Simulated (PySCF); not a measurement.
Species: C5H3N3Se.
Numbering: `[H]/[N:9]=[CH:8]/[c:7]1[c:3]([C:2]#[N:1])[cH:4][se:5][n:6]1` (hydrogens: H10 on C4; H11 on C8; H12 on N9)

Cartesian coordinates in Å at the PBE0-D3(BJ)/def2-SVP level; atoms count from 1:
```xyz
12
C5H3N3Se angstrom
N     -0.032    2.679    1.217
C      0.257    1.684    0.697
C      0.734    0.502    0.054
C      2.053    0.372   -0.311
Se     2.315   -1.263   -1.106
N      0.579   -1.662   -0.880
C     -0.043   -0.672   -0.291
C     -1.485   -0.838   -0.030
N     -2.159    0.073    0.534
H      2.836    1.116   -0.161
H     -1.878   -1.812   -0.372
H     -3.138   -0.205    0.640
```

Theory: TDDFT B3LYP/def2-SVPD, vertical, gas phase, core orbitals frozen in the response (PySCF 2.14.0, density-fitted response routines). Relativistic effects, spin–orbit coupling among them, are left out although an element past zinc is present.

Ground-to-excited transition dipoles (e·a0, same axes as the geometry; the sign carries no meaning), for the states with f of 0.002 or more among the lowest 5:

```
state  E (eV)      μx      μy      μz
   S2   4.572   0.941  -0.260  -0.336
   S5   5.069  -0.367  -0.600  -0.184
```

Q: Work out the oscillator strengths.

A: f = (2/3) ΔE |μ|² with ΔE in hartree (27.2114 eV).

```json
{"state": "S2", "|μ|² (au)": "1.067", "|μ| (D)": "2.63", "f": "0.119"}
{"state": "S5", "|μ|² (au)": "0.528", "|μ| (D)": "1.85", "f": "0.066"}
```

Q: Label these states by symmetry in Cs.

A: The ground state is totally symmetric, so the direction of μ fixes the label. Polarised in the mirror plane, so A′: S2 and S5.

Q: Which bond between heavy atoms lies closest to the direction of the S2 transition dipole?

A: C3–C4, at 10° from it; next C7–C8 at 23°.

Q: What angle do the transition dipoles of S2 and S5 make?

A: |cos θ| = |μa·μb| / (|μa| |μb|) = 0.17, so θ ≈ 80° (taken between 0 and 90°, since the signs are arbitrary).

Q: What peak molar absorption coefficient would the strongest computed level give as a lone Gaussian band 0.4 eV wide at half height?

A: ε(max) = 2.175×10⁸ f / FWHM, with the width in cm⁻¹. S2: 2.175×10⁸ × 0.1195 / 3226 ≈ 8100 L mol⁻¹ cm⁻¹.

On one thread of an Arm Neoverse N1, no GPU, shared host, this took 94 s wall (with the writing of density and orbital grids) and 0.91 GiB of memory at its peak.

One conformer stands for the species.
